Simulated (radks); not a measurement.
Excited configurations of neutral dysprosium: one electron is placed in a higher orbital outside [Xe] 4f10 6s1. The ground configuration is [Xe] 4f10 6s2. Method: Dirac Kohn-Sham, PBE, spin-unpolarised, spherical densities, finite nucleus; open shells fill j = l - 1/2 first; Fermi nuclear charge, rms radius 5.2218 fm; computed with a radial shooting solver on a logarithmic mesh with Libxc functionals. Excitation = E - E(ground); binding = E(ion) - E, where the ion is the core of charge +1; n* = 1/sqrt(2 binding) in atomic units, and the quantum defect is n - n*.

| outer orbital | excitation (eV) | binding (eV) | n* | quantum defect | eigenvalue (eV) |
|---|---|---|---|---|---|
| 5d3/2 | 2.536 | 3.700 | 1.918 | 3.082 | -0.924 |
| 5f5/2 | 5.309 | 0.927 | 3.832 | 1.168 | -0.429 |
| 6p1/2 | 2.498 | 3.737 | 1.908 | 4.092 | -1.877 |
| 6d3/2 | 4.757 | 1.478 | 3.034 | 2.966 | -0.718 |
| 6f5/2 | 5.587 | 0.649 | 4.579 | 1.421 | -0.367 |
| 7s1/2 | 4.053 | 2.182 | 2.497 | 4.503 | -1.295 |
| 7p1/2 | 4.605 | 1.630 | 2.889 | 4.111 | -0.942 |
| 7d3/2 | 5.309 | 0.927 | 3.832 | 3.168 | -0.531 |
| 7f5/2 | 5.762 | 0.474 | 5.359 | 1.641 | -0.290 |

The Delta-SCF ionisation energy is 6.235 eV (NIST Atomic Spectra Database: 5.939 eV, measured). Self-interaction in the functional shifts the binding energies and quantum defects, so they are the method's values and not measured ones. Spin polarisation and multiplet splitting are left out, so open shells lie too high by an amount that depends on their filling.

Beside tabulated values, note that spin-unpolarised runs miss the spin-polarisation part of the exchange energy of open shells.
